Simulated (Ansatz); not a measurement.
Ansatz (an electronic-structure program) input (CCSD(T,full)/cc-pwCVTZ):
A basis named .json is the Basis Set Exchange file of that set.

Ansatz 0.2 input:
```yaml
crystal:
  periodic: [false, false, false]
  atoms:
    - {symbol: F, position_ang: [1.03128346, 1.70483041, -0.12922165]}
    - {symbol: C, position_ang: [0.42594543, 0.51533522, -0.04051728]}
    - {symbol: C, position_ang: [1.01638751, -0.68563397, 0.03372156]}
    - {symbol: C, position_ang: [-0.09008193, -1.62792261, 0.11198468]}
    - {symbol: C, position_ang: [-1.29818829, -1.07739077, 0.08990597]}
    - {symbol: C, position_ang: [-1.06813856, 0.42416507, -0.01525976]}
    - {symbol: H, position_ang: [2.07047382, -0.90704834, 0.03535633]}
    - {symbol: H, position_ang: [-2.27022441, -1.54035298, 0.13382037]}
    - {symbol: H, position_ang: [-1.48744058, 0.96628183, 0.83832325]}
    - {symbol: H, position_ang: [-1.50990484, 0.84632809, -0.92351615]}
basis:
  gaussian:
    orbitals: cc-pwCVTZ.json
magnetization: {spin_polarized: true, initial_magnetization: 1}
correlation: {method: ccsd_t, frozen_orbitals: {C: 0, F: 0, H: 0}}
```

Output:

```
Functional definition: HF
integrals: 5.12 GiB planned
1869 factors; integrals over basis functions are off by at most 9.6e-4 eV
1.71 GiB of device memory are held for the factors and their scratch space
mean field: 1.79 GiB planned
mean field evaluation 1: about -7916.9864 eV, gradient 2.6e1 eV
mean field evaluation 2: about -7916.9919 eV, gradient 2.6e1 eV
mean field evaluation 4: about -7920.8643 eV, gradient 3.8e0 eV
mean field evaluation 8: about -7921.0726 eV, gradient 6.6e-1 eV
mean field evaluation 16: about -7921.2509 eV, gradient 2.4e-1 eV
mean field evaluation 32: about -7921.1397 eV, gradient 6.0e-1 eV
mean field evaluation 64: about -7919.4672 eV, gradient 1.1e0 eV
mean field evaluation 96: about -7919.3492 eV, gradient 5.1e-2 eV
mean field evaluation 128: about -7919.3494 eV, gradient 6.6e-3 eV
mean field evaluation 160: about -7917.9138 eV, gradient 2.3e-1 eV
mean field evaluation 192: about -7917.8727 eV, gradient 1.8e0 eV
mean field evaluation 224: about -7919.2081 eV, gradient 1.9e0 eV
mean field evaluation 256: about -7917.9201 eV, gradient 2.2e-1 eV
mean field -7921.25286735 eV, -291.1006736572 hartree, gradient 2.4e-6 eV, S^2 1.230422; 5 other end points of the search recorded, 0 dependent functions left out
determinant -7921.25286735 eV, -291.1006736572 hartree, with singles and doubles -7957.44050967 eV, -292.4305449833 hartree
determinant -7919.34941877 eV, -291.0307232120 hartree, with singles and doubles -7955.54959856 eV, -292.3610552817 hartree
reference -7921.25286735 eV, -291.1006736572 hartree; 22, 21 occupied and 292, 293 virtual orbitals, 1869 factors
second order -34.68482915 eV of doubles, -0.00000000 eV of singles
coupled cluster: 52.33 GiB planned
cycle   1  -36.14060950 eV  change    -8.4e0 eV  update   3.5e-2
cycle   2  -36.27028868 eV  change   -1.3e-1 eV  update   1.1e-2
cycle   3  -36.27194052 eV  change   -1.7e-3 eV  update   6.1e-3
cycle   4  -36.28060557 eV  change   -8.7e-3 eV  update   4.1e-3
cycle   5  -36.29251451 eV  change   -1.2e-2 eV  update   2.2e-3
cycle   6  -36.29852257 eV  change   -6.0e-3 eV  update   1.1e-3
cycle   7  -36.30059636 eV  change   -2.1e-3 eV  update   3.6e-4
cycle   8  -36.30106854 eV  change   -4.7e-4 eV  update   1.4e-4
cycle   9  -36.30119035 eV  change   -1.2e-4 eV  update   6.5e-5
cycle  10  -36.30115249 eV  change    3.8e-5 eV  update   3.1e-5
coupled cluster: 52.33 GiB planned
perturbative correction -1.41737105 eV, -0.0520874255 hartree
Total energy: -7958.97139090 eV, -292.4868038309 hartree
```

It need not be the lowest isomer of its formula.

The determinant is spin-contaminated: <S^2> is 1.23 against 0.75 for a pure state.
